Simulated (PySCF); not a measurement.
## How methods differ on the ionisation energy of Xe⁺

Xe⁺ [Kr] 4d10 5s2 5p5 (2P) → Xe²⁺ [Kr] 4d10 5s2 5p4 (3P), as a difference of total energies. Calculation: PySCF 2.14, in x2c-SVPall (6s5p3d, 36 functions); the spin-free X2C one-electron Hamiltonian (Gaussian nucleus). Correlated levels: valence: [Kr] 4d10 frozen. The calculations carry no spin-orbit coupling.

```json
{"method": "UHF", "ionisation energy (eV)": "20.245", "difference from reference (eV)": "-0.730"}
{"method": "PBE", "ionisation energy (eV)": "21.199", "difference from reference (eV)": "+0.224"}
{"method": "LDA", "ionisation energy (eV)": "21.531", "difference from reference (eV)": "+0.556"}
{"method": "MP2 (valence)", "ionisation energy (eV)": "20.738", "difference from reference (eV)": "-0.237"}
{"method": "SCS-MP2 (valence)", "ionisation energy (eV)": "20.712", "difference from reference (eV)": "-0.263"}
{"method": "CCSD (valence)", "ionisation energy (eV)": "20.734", "difference from reference (eV)": "-0.241"}
{"method": "CCSD(T) (valence)", "ionisation energy (eV)": "20.739", "difference from reference (eV)": "-0.236"}
```

Reference: 20.975 eV (semi-empirical (NIST evaluation); NIST Atomic Spectra Database, ionization energies).

The reference lies between the lowest fine-structure levels, while these numbers refer to the centres of the terms.

Errors of the correlated levels include the incompleteness of this basis and the frozen core.
